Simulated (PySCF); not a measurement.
C5H9O, SMILES C[CH]CC(C)=O, multiplicity 2.

Geometry: B3LYP-D3(BJ)/def2-SVP. The isomer is the one that the SMILES or the coordinates give; other isomers of the formula were not compared. Other conformers were not sampled.

Level of theory: B3LYP-D3(BJ)/def2-SVP run with PySCF 2.14.0.

Harmonic, unscaled wavenumbers; measured fundamentals usually lie a few per cent lower.

```tsv
mode	ν (cm⁻¹)	IR (km/mol)	moving atoms (share of kinetic energy)
1	46	2.2	C 40 %, H 35 %, O 25 %
2	67	1.7	H 58 %, C 34 %
3	111	0.0	H 84 %, C 11 %
4	128	0.0	H 71 %, C 27 %
5	216	1.2	C 58 %, H 32 %, O 10 %
6	342	2.5	C 55 %, H 30 %, O 15 %
7	407	0.4	H 52 %, C 44 %
8	507	14.5	H 70 %, C 25 %
9	529	19.9	C 36 %, O 33 %, H 31 %
10	590	12.9	C 55 %, H 37 %, O 9 %
11	778	1.0	C 67 %, H 23 %, O 10 %
12	869	5.4	H 59 %, C 40 %
13	891	2.3	C 60 %, H 39 %
14	957	6.5	H 69 %, C 28 %
15	971	2.0	H 72 %, C 28 %
16	1022	0.7	H 52 %, C 46 %
17	1096	1.7	H 56 %, C 38 %
18	1155	10.4	C 53 %, H 47 %
19	1177	47.3	C 54 %, H 45 %
20	1249	49.0	H 59 %, C 40 %
21	1254	0.5	H 72 %, C 27 %
22	1366	29.9	H 71 %, C 29 %
23	1369	19.5	H 76 %, C 23 %
24	1400	13.8	H 65 %, C 35 %
25	1431	11.8	H 95 %
26	1438	4.3	H 91 %, C 9 %
27	1448	9.1	H 93 %
28	1450	4.8	H 95 %
29	1461	8.8	H 90 %, C 10 %
30	1831	218.3	C 62 %, O 36 %
31	2946	25.7	H 95 %
32	3024	14.2	H 95 %
33	3033	3.9	H 97 %
34	3043	21.7	H 93 %
35	3096	13.2	H 91 %, C 9 %
36	3097	12.3	H 90 %, C 10 %
37	3111	5.8	H 91 %, C 9 %
38	3160	6.4	H 90 %, C 10 %
39	3166	14.3	H 92 %, C 8 %
```
